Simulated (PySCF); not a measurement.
## Vertical excitation energies

Species: CH₆F₃PSi₂.
Structure used (GFN2-xTB), in Å, numbered top down from 1:
```
atom  x, y, z in Å
F1     2.3197    1.4383   -0.8672
Si2    2.1421    0.5537    0.4719
P3     0.9653   -1.3015   -0.0012
Si4   -0.8807   -0.4547   -0.9092
C5    -1.9723   -0.0487    0.6377
F6    -3.1509    0.5171    0.2658
F7    -1.3470    0.8734    1.4288
H8     1.4601    1.4254    1.4082
H9     3.5033    0.1680    0.8129
H10    1.5885   -1.5415   -1.2132
H11   -0.8254    0.7800   -1.6938
H12   -1.5922   -1.5047   -1.6410
H13   -2.2149   -0.9042    1.2826
```

Method: TDDFT B3LYP/def2-SVPD, vertical, gas phase, core orbitals frozen in the response in PySCF.

Problem. Predict the UV-vis stick spectrum at this level.

Solution. 

| state | E (eV) | λ (nm) | f | main configurations (H = HOMO, L = LUMO) |
| --- | --- | --- | --- | --- |
| S1 | 5.84 | 212.3 | 0.016 | H→L (92%) |
| S2 | 6.18 | 200.5 | 0.010 | H→L+1 (89%) |
| S3 | 6.49 | 191.0 | 0.063 | H→L+2 (77%), H→L+3 (12%) |
| S4 | 6.63 | 187.0 | 0.043 | H→L+3 (78%), H→L+2 (8%) |
| S5 | 6.84 | 181.3 | 0.014 | H-1→L (90%) |
| S6 | 7.08 | 175.1 | 0.0044 | H→L+4 (93%) |
| S7 | 7.10 | 174.5 | 0.011 | H-1→L+1 (57%), H-2→L (35%) |
| S8 | 7.24 | 171.2 | 0.0083 | H-1→L+2 (66%), H→L+5 (18%) |

Triplets, Tamm–Dancoff:

```csv
state,E (eV),λ (nm),"main configurations (H = HOMO, L = LUMO)"
T1,5.41,229.2,"H→L (81%), H→L+2 (9%)"
T2,5.52,224.7,H→L+1 (88%)
T3,5.84,212.2,"H→L+2 (66%), H→L+3 (15%), H→L (14%)"
```

The lowest singlet comes at 212 nm (563 kJ/mol) in the ultraviolet; it is weak; its leading configuration is HOMO→LUMO (92%). The strongest level in the table is S3 at 6.49 eV (191 nm, f = 0.063). Löwdin shares by element: HOMO phosphorus 63%, silicon 20%, hydrogen 6% or more; LUMO silicon 46%, phosphorus 18%, hydrogen 8% or more (atoms not listed hold the other 28%). The listed states span 1.40 eV, and the widest gap between neighbours is 0.34 eV (S1 to S2). Weighted by f, the mean energy of these states is 6.57 eV. Of the 8 states listed, 6 reach f = 0.01 and none stays under 0.0005. The window holds the lowest 8 singlets.

One conformer stands for the species.
